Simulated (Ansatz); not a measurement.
HAlF, SMILES `[F][AlH-]` (lower singlet) (charge -1, multiplicity 1). This singlet lies 1.08 eV below the relaxed triplet at the level composite: frozen-core CCSD(T) with HF/aug-cc-pVQZ and the correlation energy extrapolated as X^-3 from aug-cc-pVTZ and aug-cc-pVQZ, plus CCSDT(Q) minus CCSD(T) in aug-cc-pVDZ // B3LYP-D3(BJ)/def2-TZVPD (Ansatz, a first-principles code).

Cartesian coordinates (Å):
```xyz
3

F      1.3272    -0.3193     0.0000
Al    -0.0442     0.7557     0.0000
H     -1.2830    -0.4365     0.0000
```
Charge -1, spin multiplicity 1.

Frozen-core energies in aug-cc-pVTZ from Ansatz at a geometry from B3LYP-D3(BJ)/def2-TZVPD; the HF reference has <S^2> = 0.00 (restricted, and unstable towards unrestricted orbitals) and the T1 diagnostic is 0.017.

```csv
level,energy (Ha)
HF,-342.03498
MP2,-342.38839
CCSD,-342.40271
CCSD(T),-342.41468
```

Question: Estimate the energies of CCSDT and CCSDT(Q), and give each level's difference from CCSDT(Q).

Answer: 
```
level     energy (Ha)  difference from CCSDT(Q) (mHa)
--------  -----------  ------------------------------
MP2        -342.38839                           27.21
CCSD       -342.40271                           12.89
CCSD(T)    -342.41468                            0.93
CCSDT      -342.41515                            0.46
CCSDT(Q)   -342.41561                            0.00
```
